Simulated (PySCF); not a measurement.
Members of one series of related molecules.

All values: CAM-B3LYP/def2-SVPD (PySCF) at GFN2-xTB geometries, gas phase, one conformer each. Core orbitals are frozen in the response; Δα² is half the sum of the squared differences of the principal polarisabilities.

(1) Rank by HOMO–LUMO gap, highest first.
A. `S(C(C(=O)C#C)=C)[SiH3]`
B. `C#CC(=O)C(=C)C=O`
C. `C#CC(=O)C(=C)CC#N`
D. `C#CC(=O)C(=C)C(=O)O`

(2) Rank by HOMO energy, highest first.
A. `C#CC(=O)C(=C)CC#N`
B. `C#CC(=O)C(=C)S[SiH3]`
C. `C=C(C(=O)C#C)C=O`
D. `C#CC(=O)C(=C)C(=O)O`

(3) Rank by polarisability anisotropy Δα, lowest first.
A. `[CH:1]#[C:2][C:3](=[O:4])[C:5](=[CH2:6])[C:7](=[O:8])[OH:9]` with C2–C3–C5–C6 -153°, C3–C5–C7–O8 -152°, C5–C7–O9–H 179°
B. `[CH:1]#[C:2][C:3](=[O:4])[C:5](=[CH2:6])[S:7][SiH3:8]` with C2–C3–C5–C6 0°, C3–C5–S7–Si8 1°
C. `[CH:1]#[C:2][C:3](=[O:4])[C:5](=[CH2:6])[CH2:7][C:8]#[N:9]` with C2–C3–C5–C6 -5°, C3–C5–C7–C8 150°

## Answers

(1) C (8.24 eV), D (7.84 eV), B (7.28 eV), A (6.04 eV).

(2) B (-7.93 eV), C (-9.16 eV), D (-9.50 eV), A (-9.93 eV).

(3) A (6.60 Å³), C (7.18 Å³), B (10.38 Å³).

All values together:

| SMILES | formula | μ (D) | HOMO (eV) | LUMO (eV) | α (Å³) | Δα (Å³) | electrons | α per electron (Å³) |
| --- | --- | --- | --- | --- | --- | --- | --- | --- |
| C#CC(=O)C(=C)CC#N | C7H5NO | 4.21 | -9.93 | -1.69 | 12.63 | 7.18 | 62 | 0.204 |
| C#CC(=O)C(=C)C=O | C6H4O2 | 4.33 | -9.16 | -1.88 | 10.96 | 7.09 | 56 | 0.196 |
| C#CC(=O)C(=C)C(=O)O | C6H4O3 | 2.03 | -9.50 | -1.65 | 11.62 | 6.60 | 64 | 0.182 |
| C#CC(=O)C(=C)S[SiH3] | C5H6OSSi | 4.17 | -7.93 | -1.90 | 16.50 | 10.38 | 74 | 0.223 |

Conformers: `[CH:1]#[C:2][C:3](=[O:4])[C:5](=[CH2:6])[CH2:7][C:8]#[N:9]` with C2–C3–C5–C6 -5°, C3–C5–C7–C8 150°; `[CH:1]#[C:2][C:3](=[O:4])[C:5](=[CH2:6])[CH:7]=[O:8]` with C2–C3–C5–C6 0°, C3–C5–C7–O8 180°; `[CH:1]#[C:2][C:3](=[O:4])[C:5](=[CH2:6])[C:7](=[O:8])[OH:9]` with C2–C3–C5–C6 -153°, C3–C5–C7–O8 -152°, C5–C7–O9–H 179°; `[CH:1]#[C:2][C:3](=[O:4])[C:5](=[CH2:6])[S:7][SiH3:8]` with C2–C3–C5–C6 0°, C3–C5–S7–Si8 1°.
